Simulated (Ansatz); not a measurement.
```yaml
crystal:
  periodic: [false, false, false]
  atoms:
    - {symbol: O, position_ang: [1.379831, -0.508289, -1.014383]}
    - {symbol: Mo, position_ang: [0.088922, -0.040278, -0.068074]}
    - {symbol: F, position_ang: [-0.381363, -1.731872, 0.360586]}
    - {symbol: F, position_ang: [-0.766978, 0.804809, -1.416870]}
    - {symbol: F, position_ang: [1.105528, 0.918663, 1.077953]}
    - {symbol: F, position_ang: [1.429831, -0.458289, -0.714383]}
basis:
  gaussian: {orbitals: def2-mTZVPP}
total_charge: 1
magnetization: {spin_polarized: true, initial_magnetization: 1}
hamiltonian: {xc: {name: B3LYP}}
output: {forces: true}
```

```sh
$ ansatz run in.yaml --threads 4 --pin off --events-out ev --progress --plain --max-ram 10444MiB
```

Output, abridged:

```
Functional definition: B3LYP
1117 factors; their error is unknown
mean field evaluation 1: about -13970.9148 eV, gradient 1.1e2 eV
mean field evaluation 2: about -13731.9539 eV, gradient 2.5e2 eV
mean field evaluation 4: about -13994.2602 eV, gradient 3.6e1 eV
mean field evaluation 8: about -13998.8724 eV, gradient 1.5e0 eV
mean field evaluation 16: about -13998.9621 eV, gradient 7.6e-2 eV
mean field evaluation 32: about -13998.9621 eV, gradient 5.0e-5 eV
a density is far from that of the atoms, so the factors are made again for it
1483 factors; integrals over basis functions are off by at most 2.0e-4 eV
mean field -13998.96440341 eV, -514.4524529863 hartree, gradient 2.6e-5 eV, S^2 0.775413; 0 other end points of the search recorded, 0 dependent functions left out
reference -13998.96469059 eV, -514.4524635402 hartree; 29, 28 occupied and 124, 125 virtual orbitals, 1483 factors
Total energy: -13998.96469059 eV, -514.4524635402 hartree
Atom 0 at     1.379831    -0.508289    -1.014383 Å, force  -905.303115  -917.040500 -5484.944775 eV/Å
Atom 1 at     0.088922    -0.040278    -0.068074 Å, force   -36.990835    12.085565    18.683621 eV/Å
Atom 2 at    -0.381363    -1.731872     0.360586 Å, force    -0.794403    -3.709189     0.703821 eV/Å
Atom 3 at    -0.766978     0.804809    -1.416870 Å, force    -1.769358     1.675507    -2.471455 eV/Å
Atom 4 at     1.105528     0.918663     1.077953 Å, force     2.702783     1.179837     1.332222 eV/Å
Atom 5 at     1.429831    -0.458289    -0.714383 Å, force   942.154927   905.808779  5466.696565 eV/Å
Dipole moment:     1.010868    -0.359936    -0.660073 e Å
```

In this input one atom was put on top of another. Self-consistency was reached. The result belongs to that input, not to the molecule as meant.
